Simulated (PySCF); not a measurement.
C3H12SSi2, singlet, geometry from GFN2-xTB; DF-R2SCAN/STO-3G run with PySCF.

The PySCF input:
```python
from pyscf import gto, scf, dft

mol = gto.M(
    atom='''
Si    1.610056    0.313550    0.536391
C     3.327486   -0.462287    0.424423
S     0.299797   -0.974434   -0.576113
Si   -1.666605   -0.078034   -0.409161
C    -2.217983   -0.028583    1.407401
C    -1.661160    1.672988   -1.144017
H     1.136738    0.384642    1.919072
H     1.577684    1.647363   -0.064083
H     4.056442    0.134138    0.964231
H     3.654631   -0.540725   -0.608225
H     3.332933   -1.463381    0.845578
H    -2.466998   -1.007290   -1.203402
H    -2.116846   -1.004057    1.873733
H    -1.625805    0.676628    1.985036
H    -3.258428    0.270517    1.487818
H    -1.073433    2.357939   -0.538150
H    -2.669863    2.069321   -1.206001
H    -1.242165    1.675931   -2.145858
''',
    basis='sto-3g',
    charge=0,
    spin=0,
    verbose=4,
    max_memory=1800,
)

mf = dft.RKS(mol)
mf.xc = 'r2scan'
mf = mf.density_fit(auxbasis='def2-universal-jkfit')
mf.kernel()
```

### Question
Predict the main parts of the log of this PySCF run.

### Answer

```
PySCF version 2.14.0

[INPUT] verbose = 4
[INPUT] num. atoms = 18
[INPUT] num. electrons = 74
[INPUT] charge = 0
[INPUT] spin (= nelec alpha-beta = 2S) = 0
[INPUT] symmetry False subgroup None
[INPUT] Mole.unit = angstrom
[INPUT] Symbol           X                Y                Z      unit          X                Y                Z       unit  Magmom
[INPUT]  1 Si     1.610056000000   0.313550000000   0.536391000000 AA    3.042564885213   0.592523626357   1.013632085682 Bohr   0.0
[INPUT]  2 C      3.327486000000  -0.462287000000   0.424423000000 AA    6.288037223324  -0.873595820947   0.802043230966 Bohr   0.0
[INPUT]  3 S      0.299797000000  -0.974434000000  -0.576113000000 AA    0.566534222966  -1.841413386464  -1.088695786802 Bohr   0.0
[INPUT]  4 Si    -1.666605000000  -0.078034000000  -0.409161000000 AA   -3.149427007831  -0.147462888404  -0.773202230853 Bohr   0.0
[INPUT]  5 C     -2.217983000000  -0.028583000000   1.407401000000 AA   -4.191380418941  -0.054014041818   2.659602437439 Bohr   0.0
[INPUT]  6 C     -1.661160000000   1.672988000000  -1.144017000000 AA   -3.139137449082   3.161489129684  -2.161878811847 Bohr   0.0
[INPUT]  7 H      1.136738000000   0.384642000000   1.919072000000 AA    2.148123495386   0.726868036005   3.626520493321 Bohr   0.0
[INPUT]  8 H      1.577684000000   1.647363000000  -0.064083000000 AA    2.981390671108   3.113064897742  -0.121099319241 Bohr   0.0
[INPUT]  9 H      4.056442000000   0.134138000000   0.964231000000 AA    7.665564420183   0.253484082897   1.822132510815 Bohr   0.0
[INPUT] 10 H      3.654631000000  -0.540725000000  -0.608225000000 AA    6.906251676345  -1.021822158705  -1.149378672114 Bohr   0.0
[INPUT] 11 H      3.332933000000  -1.463381000000   0.845578000000 AA    6.298330561525  -2.765389305892   1.597910836957 Bohr   0.0
[INPUT] 12 H     -2.466998000000  -1.007290000000  -1.203402000000 AA   -4.661950569850  -1.903502228013  -2.274100197754 Bohr   0.0
[INPUT] 13 H     -2.116846000000  -1.004057000000   1.873733000000 AA   -4.000259187881  -1.897392743452   3.540842200560 Bohr   0.0
[INPUT] 14 H     -1.625805000000   0.676628000000   1.985036000000 AA   -3.072326181949   1.278641608212   3.751174387402 Bohr   0.0
[INPUT] 15 H     -3.258428000000   0.270517000000   1.487818000000 AA   -6.157536516614   0.511203042039   2.811568543198 Bohr   0.0
[INPUT] 16 H     -1.073433000000   2.357939000000  -0.538150000000 AA   -2.028494383070   4.455858928431  -1.016956113935 Bohr   0.0
[INPUT] 17 H     -2.669863000000   2.069321000000  -1.206001000000 AA   -5.045309860110   3.910449953811  -2.279011595952 Bohr   0.0
[INPUT] 18 H     -1.242165000000   1.675931000000  -2.145858000000 AA   -2.347351651520   3.167050593668  -4.055083922207 Bohr   0.0

nuclear repulsion = 448.473991410198
number of shells = 36
number of NR pGTOs = 162
number of NR cGTOs = 54
basis = sto-3g
ecp = {}

******** <class 'pyscf.df.df_jk.DFRKS'> ********
method = DFRKS
initial guess = minao
damping factor = 0
level_shift factor = 0
DIIS = <class 'pyscf.scf.diis.CDIIS'>
diis_start_cycle = 1
diis_space = 8
diis_damp = 0
SCF conv_tol = 1e-09
SCF conv_tol_grad = None
SCF max_cycles = 50
direct_scf = False
XC library pyscf.dft.libxc version 7.1.2
    S. Lehtola, C. Steigemann, M. J. T. Oliveira, and M. A. L. Marques,  SoftwareX 7, 1–5 (2018)
XC functionals = r2scan
    J. W. Furness, A. D. Kaplan, J. Ning, J. P. Perdew, and J. Sun,  J. Phys. Chem. Lett. 11, 8208–8215 (2020)
    J. W. Furness, A. D. Kaplan, J. Ning, J. P. Perdew, and J. Sun,  J. Phys. Chem. Lett. 11, 9248–9248 (2020)
    J. W. Furness, A. D. Kaplan, J. Ning, J. P. Perdew, and J. Sun,  J. Phys. Chem. Lett. 11, 8208–8215 (2020)
    J. W. Furness, A. D. Kaplan, J. Ning, J. P. Perdew, and J. Sun,  J. Phys. Chem. Lett. 11, 9248–9248 (2020)
radial grids:
    Treutler-Ahlrichs [JCP 102, 346 (1995); DOI:10.1063/1.469408] (M4) radial grids

becke partition: Becke, JCP 88, 2547 (1988); DOI:10.1063/1.454033
pruning grids: <function nwchem_prune>
grids dens level: 3
symmetrized grids: False
atomic radii adjust function: <function treutler_atomic_radii_adjust>
small_rho_cutoff = 0
Set gradient conv threshold to 3.16228e-05
Initial guess from minao.
tot grids = 217296
init E= -1085.60139750653
  HOMO = -0.300674626444139  LUMO = 0.0398346877032956  gap/eV = 9.26573
cycle= 1 E= -1086.06131132798  delta_E= -0.46  |g|= 0.483  |ddm|= 4.81
  HOMO = 0.0132633316843365  LUMO = 0.215269114659059  gap/eV = 5.49686
cycle= 2 E= -1086.03125508201  delta_E= 0.0301  |g|= 0.555  |ddm|= 1.87
  HOMO = -0.073795076653679  LUMO = 0.190217864406587  gap/eV = 7.18416
cycle= 3 E= -1086.15151726764  delta_E= -0.12  |g|= 0.0414  |ddm|= 1.07
  HOMO = -0.0674830376995201  LUMO = 0.19017998519251  gap/eV = 7.01137
cycle= 4 E= -1086.15215242205  delta_E= -0.000635  |g|= 0.0131  |ddm|= 0.101
  HOMO = -0.0702538140586333  LUMO = 0.188589202392753  gap/eV = 7.04348
cycle= 5 E= -1086.15221820139  delta_E= -6.58e-05  |g|= 0.00118  |ddm|= 0.025
  HOMO = -0.070049002265562  LUMO = 0.188763688314399  gap/eV = 7.04265
cycle= 6 E= -1086.15221880364  delta_E= -6.02e-07  |g|= 0.000341  |ddm|= 0.00283
  HOMO = -0.0700496831944075  LUMO = 0.188768537940632  gap/eV = 7.04280
cycle= 7 E= -1086.15221885268  delta_E= -4.9e-08  |g|= 3.54e-05  |ddm|= 0.000713
  HOMO = -0.0700503960417937  LUMO = 0.188768319493472  gap/eV = 7.04282
cycle= 8 E= -1086.15221885313  delta_E= -4.49e-10  |g|= 1.11e-05  |ddm|= 6.92e-05
  HOMO = -0.0700549839144534  LUMO = 0.188765987158048  gap/eV = 7.04288
Extra cycle  E= -1086.15221885313  delta_E= -4.55e-13  |g|= 1.2e-05  |ddm|= 4.07e-05
converged SCF energy = -1086.15221885313
```
